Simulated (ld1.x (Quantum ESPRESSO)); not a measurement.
## Reading a pseudo-wave (potassium)

Columns: radius, all-electron u(r) and pseudo u(r) of the 3d shell (level -1.66 eV) of potassium in the configuration [Ar] 3d0 4s0.5 4p0; LDA (PZ), scalar-relativistic, TM scheme, ld1.x (Quantum ESPRESSO) 7.5.

```json
{"r (bohr)": "0.210", "all-electron": "0.0379", "pseudo": "0.0022"}
{"r (bohr)": "0.420", "all-electron": "0.1298", "pseudo": "0.0171"}
{"r (bohr)": "0.630", "all-electron": "0.2185", "pseudo": "0.0532"}
{"r (bohr)": "0.840", "all-electron": "0.2853", "pseudo": "0.1125"}
{"r (bohr)": "1.050", "all-electron": "0.3303", "pseudo": "0.1894"}
{"r (bohr)": "1.260", "all-electron": "0.3587", "pseudo": "0.2726"}
{"r (bohr)": "1.470", "all-electron": "0.3762", "pseudo": "0.3492"}
{"r (bohr)": "1.680", "all-electron": "0.3867", "pseudo": "0.4087"}
{"r (bohr)": "1.890", "all-electron": "0.3929", "pseudo": "0.4459"}
{"r (bohr)": "2.100", "all-electron": "0.3963", "pseudo": "0.4616"}
{"r (bohr)": "2.310", "all-electron": "0.3977", "pseudo": "0.4605"}
{"r (bohr)": "2.520", "all-electron": "0.3978", "pseudo": "0.4492"}
{"r (bohr)": "2.730", "all-electron": "0.3970", "pseudo": "0.4336"}
{"r (bohr)": "2.940", "all-electron": "0.3956", "pseudo": "0.4182"}
{"r (bohr)": "3.150", "all-electron": "0.3936", "pseudo": "0.4055"}
{"r (bohr)": "3.360", "all-electron": "0.3913", "pseudo": "0.3962"}
{"r (bohr)": "3.570", "all-electron": "0.3885", "pseudo": "0.3899"}
{"r (bohr)": "3.780", "all-electron": "0.3853", "pseudo": "0.3855"}
{"r (bohr)": "3.990", "all-electron": "0.3817", "pseudo": "0.3817"}
{"r (bohr)": "4.200", "all-electron": "0.3775", "pseudo": "0.3775"}
{"r (bohr)": "4.410", "all-electron": "0.3728", "pseudo": "0.3728"}
{"r (bohr)": "4.620", "all-electron": "0.3675", "pseudo": "0.3675"}
{"r (bohr)": "4.830", "all-electron": "0.3616", "pseudo": "0.3616"}
{"r (bohr)": "5.040", "all-electron": "0.3551", "pseudo": "0.3551"}
{"r (bohr)": "5.250", "all-electron": "0.3481", "pseudo": "0.3481"}
{"r (bohr)": "5.460", "all-electron": "0.3406", "pseudo": "0.3406"}
```

How many radial nodes do the two functions have?

The all-electron 3d function has n − l − 1 = 0; the pseudo-wave has 0.

At about which radius was the pseudo-wave matched?

4.20 bohr. The columns agree to 0.0005 from 3.78 bohr on; several derivatives are matched, so the curves merge somewhat inside the radius.

Is the pseudo-wave norm-conserving?

Yes: the TM scheme keeps the norm inside the radius equal to the all-electron one, which fixes the energy derivative of the logarithmic derivative at the level.
